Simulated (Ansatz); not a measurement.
Task: Name a neutral molecule of B, O, S, Si and H with LUMO energy (PBE/def2-TZVPP) between -2.05 and -1.75 eV and HOMO–LUMO gap (B3LYP/def2-TZVPP) between 6.55 and 6.85 eV (Ansatz, PBE0-D4/def2-TZVP geometry).

Result: `BO[SiH2]S` (-1.79 eV, 6.63 eV). Other molecules can fit too; these were computed, each in one conformer that needn't be the lowest.

B3LYP here is the variant with VWN-RPA as its local correlation; programs differ in this.
